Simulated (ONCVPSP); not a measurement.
## tellurium: variants of one ONCV potential

Base potential:

tellurium, optimised norm-conserving Vanderbilt (ONCV), made with ONCVPSP 4.0.1 (PBE, scalar-relativistic). Core [Kr], reference 4d10 5s2 5p3 (charge +1). Waves: 5s: rc 1.85 bohr, ncon 4, nbas 8, qcut 3.2 1/bohr, 1 projector; 5p: rc 2.20 bohr, ncon 3, nbas 6, qcut 4.4 1/bohr, 1 projector; 4d: rc 1.45 bohr, ncon 4, nbas 8, qcut 10.6 1/bohr, 2 projectors, debl 0.5 Ha. Local part: polynomial inside 1.45 bohr (lpopt 5, dvloc0 6 Ha). Core correction: polynomial model core, fcfact 0.65.

In the d channel the program set the typed energies aside and used -1.862, 0.250 Ha.

Cutoffs, loose and tight: the cutoffs (Ha) at which the residual kinetic energy of the hardest occupied pseudo-wave falls to 1 and 0.1 mHa per electron. They do not see the model core or the augmentation charge, which bear on the density cutoff. Test errors are all-electron minus pseudo excitation energies from the reference, over the configurations 4d10 5s2 5p4; 4d10 5s2 5p2; 4d10 5s2 5p1; 4d10 5s2 5p3.5. A dash means not determined; rows that change the core or the reference have their own tests.

| change | outcome | cutoff, loose | cutoff, tight | bound ghosts | GHOST(+) flags above zero | largest test error (meV) |
| --- | --- | --- | --- | --- | --- | --- |
| base | generated, projector energies reset by the program | 43 Ha | 48 Ha | none | s | +8.0 |
| s: qcut 2.5; p: qcut 3.4; d: qcut 8.2 | generated, projector energies reset by the program | 44 Ha | 106 Ha | none | s | +8.4 |
| s: qcut 2.7; p: qcut 3.6; d: qcut 8.8 | generated, projector energies reset by the program | 43 Ha | 69 Ha | none | s | +8.1 |
| s: qcut 3; p: qcut 4.1; d: qcut 9.8 | generated, projector energies reset by the program | 40 Ha | 50 Ha | none | s | +8.1 |
| s: qcut 3.3; p: qcut 4.5; d: qcut 10.9 | generated, projector energies reset by the program | 44 Ha | 50 Ha | none | s | +7.7 |
| s: qcut 3.8; p: qcut 5.2; d: qcut 12.5 | generated, projector energies reset by the program | 49 Ha | 57 Ha | none | s | +6.8 |
| s: qcut 4; p: qcut 5.5; d: qcut 13.3 | failed: ERROR pspot: first pseudo wave function has node, program will stop | – | – | – | – | – |
| s: qcut 4.3; p: qcut 5.9; d: qcut 14.2 | failed: ERROR pspot: first pseudo wave function has node, program will stop | – | – | – | – | – |
| s: qcut 4.7; p: qcut 6.4; d: qcut 15.5 | failed: ERROR pspot: first pseudo wave function has node, program will stop | – | – | – | – | – |

Q: What comes out with this change to the base: s: qcut 2.1; p: qcut 2.9; d: qcut 7.1?

A: outcome: generated, projector energies reset by the program; cutoff, loose: 102 Ha; cutoff, tight: 119 Ha; bound ghosts: none; GHOST(+) flags above zero: s; largest test error (meV): +8.2.
